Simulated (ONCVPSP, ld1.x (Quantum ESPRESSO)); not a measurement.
## Potentials for C compared

Generated with ld1.x 7.5 (TM, RRKJ, ultrasoft, PAW), atompaw 4.2 or ONCVPSP 4.0.1. The cutoff is in Ry: for ld1.x and atompaw files where the sum of valence levels is converged to 10 mRy in a Bessel basis, for ONCV files where the hardest occupied wave has 1 mHa per electron of residual kinetic energy. The error is the largest all-electron minus pseudo excitation energy over each file’s own four to seven test configurations (ionisations up to +4, promotions, holes and added fractions of an electron), all of which were solved. The labels leave out finer settings (local radius, basis sizes, second energies), which also bear on the numbers. Spin-polarised tests are not counted. The rows are a selection from randomly drawn settings: files with unsolved tests, undetermined cutoffs or missed reference levels are left out.

A true bound ghost makes a file unfit for plane-wave use even where its test errors are small: the radial tests pick states by their node count and pass the ghost by.

| potential | cutoff (Ry) | largest error (meV) | bound ghosts |
| --- | --- | --- | --- |
| ONCV, LDA (Perdew-Wang 92), scalar-relativistic, rc 1.25/3.05/2.80 (spd), local smoothed, core correction yes, reference 2s2 2p2, qcut 5.2/5.4/3.1, projectors 2/1/2 | 34 | +2084 | none |
| ONCV, PBE, scalar-relativistic, rc 1.25/3.88 (sp), local s, core correction yes, reference 2s2 2p2, qcut 4.2/5.3, projectors 0/3 | 147 | +3456 | none |
| RRKJ, PBE, non-relativistic, rc 0.95/1.76/2.35 (spd), local d, core correction yes, reference 2s2 2p2 | 40 | +474 | none |
| PAW, LDA (PZ), non-relativistic, rc 1.40/1.85/1.70 (spd), local d, core correction yes, reference 2s2 2p2 | 18 | -18 | none |

**Question.** Fill in the row for C: ONCV, PBE, scalar-relativistic, rc 1.20/1.70 (sp), local smoothed, core correction no, reference 2s2 2p2, qcut 6.5/10, projectors 1/2.

**Answer.** cutoff 46 Ry, largest error +365 meV, bound ghosts: none.

**Question.** Fill in the row for C: ONCV, PBE, scalar-relativistic, rc 1.00/2.45 (sp), local smoothed, core correction yes, reference 2s2 2p1.5, qcut 8.5/6, projectors 3/3.

**Answer.** cutoff 43 Ry, largest error +931 meV, bound ghosts: s.

**Question.** Fill in the row for C: RRKJ, PBE, fully relativistic, rc 1.25/2.15/1.70 (spd), local s, core correction no, reference 2s2 2p1.

**Answer.** cutoff 35 Ry, largest error +550 meV, bound ghosts: none.
